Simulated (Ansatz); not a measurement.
Computed with Ansatz on PBE0-D4/def2-TZVP structures; ΔE is electronic, products minus reactants. CCSD(T)/CBS adds triple-zeta CCSD(T) − MP2 to the extrapolated MP2 energy (def2 sets, frozen cores). This one scheme is used for every species. DFT in def2-TZVPP. def2 core potentials past Kr. For Sn outer-core shells are correlated without core-valence functions, which leaves a few kJ/mol of doubt a bond.

`[Cl][Sn]([Cl])([Cl])[Cl]` + H–F → `[F][Sn]([Cl])([Cl])[Cl]` + HCl  (ligand exchange at the Sn–Cl bond)

CCSD(T)/CBS gives +9.3 kcal/mol.

Problem. Another level gave +9.9 kcal/mol. Which?
A. r2SCAN-D4/def2-TZVPP
B. LC-ωPBE/def2-TZVPP
C. PBE0/def2-TZVPP
D. PBE-QIDH/def2-TZVPP

Solution. D. PBE-QIDH 9.9, LC-ωPBE 6.4, r2SCAN-D4 7.5, PBE0 8.9 kcal/mol.

Largest T1 diagnostic among the species: 0.012.

The D4 term adds +1.6 kcal/mol with B3LYP and +0.9 kcal/mol with PBE0; it sums over pairs of atoms, weighted by their polarisabilities, and B3LYP, whose exchange is more repulsive, gets the larger term. Leaving LDA and LC-ωPBE aside and taking each functional with its dispersion term where it has one, the values, not all of them listed here, spread over 3.5 kcal/mol, from B97M-V to PBE-QIDH. LDA lies +1.3 kcal/mol from PBE without D4. At CCSD(T), def2-SVP lies −2.2 kcal/mol from the extrapolated value and def2-TZVPP −0.7 kcal/mol.

B3LYP here is the variant with VWN-RPA as its local correlation; programs differ in this.
